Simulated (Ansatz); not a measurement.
BrH₆N₃Si, SMILES `N[Si](N)(N)Br`. Total charge 0; spin multiplicity 1. All single points use the PBE0-D4/def2-TZVP geometry. It is one conformer, not always the lowest.

```xyz
11

N     1.359    0.256   -0.910
Si   -0.145   -0.129   -0.207
N     0.219   -1.153    1.095
N    -1.226    1.030    0.421
Br   -1.294   -0.976   -1.945
H     1.419    0.531   -1.876
H     2.098    0.650   -0.352
H    -0.509   -1.432    1.732
H     0.927   -1.862    0.992
H    -0.980    1.571    1.234
H    -1.867    1.515   -0.183
```

Problem. What is the dipole moment at PBE/def2-TZVPP? (Best estimate.)

Solution. Computed: 2.68 D, with components (1.36, 1.45, 1.80) D in this frame, pointing from negative to positive charge.

Problem. And with r2SCAN, B3LYP, ωB97M-V? (An estimate is asked.)

Solution. The calculation gave: r2SCAN 2.75 D, B3LYP 2.70 D, ωB97M-V 2.74 D.

Problem. Give the Mulliken charges with PBE, r2SCAN, ωB97M-V in def2-TZVPP. (Best estimate.)

Solution. The calculation gave: 
| atom | PBE | r2SCAN | ωB97M-V |
| --- | --- | --- | --- |
| N1 | -0.37 | -0.44 | -0.35 |
| Si2 | 0.49 | 0.68 | 0.62 |
| N3 | -0.39 | -0.46 | -0.37 |
| N4 | -0.37 | -0.44 | -0.35 |
| Br5 | -0.28 | -0.30 | -0.27 |
| H6 | 0.15 | 0.16 | 0.12 |
| H7 | 0.15 | 0.16 | 0.12 |
| H8 | 0.16 | 0.16 | 0.12 |
| H9 | 0.16 | 0.16 | 0.12 |
| H10 | 0.15 | 0.16 | 0.12 |
| H11 | 0.15 | 0.16 | 0.12 |

B3LYP here is the variant with VWN-RPA as its local correlation; programs differ in this.
